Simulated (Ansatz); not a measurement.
Single points on Li₂Al₃.

```yaml
crystal:
  periodic: [false, false, false]
  atoms:
    - {symbol: Al, position_ang: [1.135932, 0.902095, 0.272588]}
    - {symbol: Al, position_ang: [-1.295891, -0.358774, 0.611587]}
    - {symbol: Al, position_ang: [-0.969716, 1.578851, -1.091821]}
    - {symbol: Li, position_ang: [0.865983, -1.159416, 1.898881]}
    - {symbol: Li, position_ang: [0.263692, -0.962767, -1.691225]}
basis:
  gaussian: {orbitals: def2-TZVP, initial_orbitals: start.molden}
magnetization: {spin_polarized: true, initial_magnetization: 3}
hamiltonian: {xc: {name: LC-wPBE, parameters: {omega: 0.2/bohr}}}
scf: {omitted_lower_state_checks: [starts]}
output: {orbitals: {seedname: orbitals}}
```

The file start.molden holds the orbitals of an earlier run on this structure, at another level or in another basis.

```sh
$ ansatz run in.yaml --threads 2 --pin off --events-out ev --progress --plain --max-ram 4352MiB
```

Output, abridged:

```
Functional definition: LC-wPBE
1035 factors; their error is unknown
198 factors; integrals over basis functions are off by at most 1.1e-5 eV
mean field evaluation 1: about -20189.5994 eV, gradient 7.9e0 eV
mean field evaluation 2: about -20189.6840 eV, gradient 1.4e-1 eV
mean field evaluation 4: about -20189.6749 eV, gradient 2.3e-3 eV
mean field -20189.67486108 eV, -741.9568660917 hartree, gradient 2.7e-5 eV, S^2 3.781993; 0 other end points of the search recorded, 0 dependent functions left out
reference -20189.67486111 eV, -741.9568660928 hartree; 24, 21 occupied and 115, 118 virtual orbitals, 1035 factors
Total energy: -20189.67486111 eV, -741.9568660928 hartree
Checks for a lower state left out: starts
```

Hardware: 2 threads of Arm Neoverse V1 on a shared host. Wall time 8 s.

As the first input, with `correlation: {method: mp2}` and without the key `hamiltonian` (abridged; 2.9 s):

```
Functional definition: HF
mean field -20153.37217525 eV, -740.6227669940 hartree, gradient 6.6e-6 eV, S^2 3.849554
15 core orbitals not correlated: weight in the atoms' cores, before any rotation towards them, 1.000 or more for the frozen orbitals, at most 0.000 for the correlated occupied ones
second order -7.71432195 eV of doubles, -0.00000000 eV of singles
Total energy: -20161.08649720 eV, -740.9062630968 hartree
Checks for a lower state left out: starts
```

As the first input, with `hamiltonian: {xc: pbe0, dispersion: d4}` (abridged; 5.5 s):

```
Functional definition: PBE0
mean field -20189.27475828 eV, -741.9421625850 hartree, gradient 1.7e-5 eV, S^2 3.773617
Total energy: -20189.38894602 eV, -741.9463589067 hartree
Checks for a lower state left out: starts
```

As the first input, with `gaussian: {orbitals: def2-TZVPP, initial_orbitals: start.molden}`, `correlation: {method: ccsd_t}`, `scf: {omitted_lower_state_checks: [starts, cluster_reference]}` and without the key `hamiltonian` (abridged; 52 s):

```
Functional definition: HF
mean field -20153.38962664 eV, -740.6234083208 hartree, gradient 2.7e-6 eV, S^2 3.852497
15 core orbitals not correlated: weight in the atoms' cores, before any rotation towards them, 1.000 or more for the frozen orbitals, at most 0.000 for the correlated occupied ones
second order -7.84390090 eV of doubles, -0.00000000 eV of singles
cycle   1  -8.21891798 eV  change   -3.8e-1 eV  update   1.1e-1
cycle   2  -8.52677205 eV  change   -3.1e-1 eV  update   4.3e-2
cycle   3  -8.61287966 eV  change   -8.6e-2 eV  update   2.6e-2
cycle   4  -8.61341733 eV  change   -5.4e-4 eV  update   1.2e-2
cycle   5  -8.61662681 eV  change   -3.2e-3 eV  update   6.2e-3
cycle   6  -8.61872688 eV  change   -2.1e-3 eV  update   3.5e-3
cycle   7  -8.61882885 eV  change   -1.0e-4 eV  update   2.0e-3
cycle   8  -8.61920744 eV  change   -3.8e-4 eV  update   1.3e-3
cycle   9  -8.61925382 eV  change   -4.6e-5 eV  update   7.8e-4
cycle  10  -8.61918007 eV  change    7.4e-5 eV  update   4.3e-4
cycle  11  -8.61934777 eV  change   -1.7e-4 eV  update   2.4e-4
cycle  12  -8.61927588 eV  change    7.2e-5 eV  update   1.3e-4
cycle  13  -8.61933761 eV  change   -6.2e-5 eV  update   6.4e-5
cycle  14  -8.61931757 eV  change    2.0e-5 eV  update   3.3e-5
cycle  15  -8.61930908 eV  change    8.5e-6 eV  update   1.5e-5
perturbative correction -0.66578964 eV, -0.0244673179 hartree
Total energy: -20162.67472536 eV, -740.9646294052 hartree
Checks for a lower state left out: starts, cluster_reference
```

First input, but with `hamiltonian: {xc: {name: B2PLYP}}` and without the key `output` (abridged; 8 s):

```
Functional definition: B2PLYP
mean field -20186.42545509 eV, -741.8374526241 hartree, gradient 3.2e-6 eV, S^2 3.783203
15 core orbitals not correlated: weight in the atoms' cores, before any rotation towards them, 1.000 or more for the frozen orbitals, at most 0.000 for the correlated occupied ones
second order -10.03869076 eV of doubles, -0.00000000 eV of singles
Total energy: -20189.13604670 eV, -741.9370650285 hartree
Checks for a lower state left out: starts
```

First input, but with `hamiltonian: {xc: pbe, dispersion: d4}` (abridged; 3.9 s):

```
Functional definition: PBE
mean field -20187.45495820 eV, -741.8752861655 hartree, gradient 2.7e-5 eV, S^2 3.763894
Total energy: -20187.58881242 eV, -741.8802052175 hartree
Checks for a lower state left out: starts
```

The first input with `hamiltonian: {xc: {name: LC-wPBE, parameters: {omega: 0.1/bohr}}}` (abridged; 6.5 s):

```
Functional definition: LC-wPBE
mean field -20189.47207067 eV, -741.9494136814 hartree, gradient 2.6e-5 eV, S^2 3.767702
Total energy: -20189.47207080 eV, -741.9494136863 hartree
Checks for a lower state left out: starts
```

Geometry: B3LYP-D4/def2-TZVP.

Correlated methods freeze 15 core orbitals; core or outer-core shells of Li are correlated, in sets that lack core-valence functions. The order of the spin states hangs on the level: the doublet lies 0.07 eV below the quartet at PBE-D4/def2-TZVP, but 0.03 eV above it at LC-ωPBE (ω = 0.20 bohr⁻¹)/def2-TZVP. The structure comes from a short search, and lower isomers may exist.
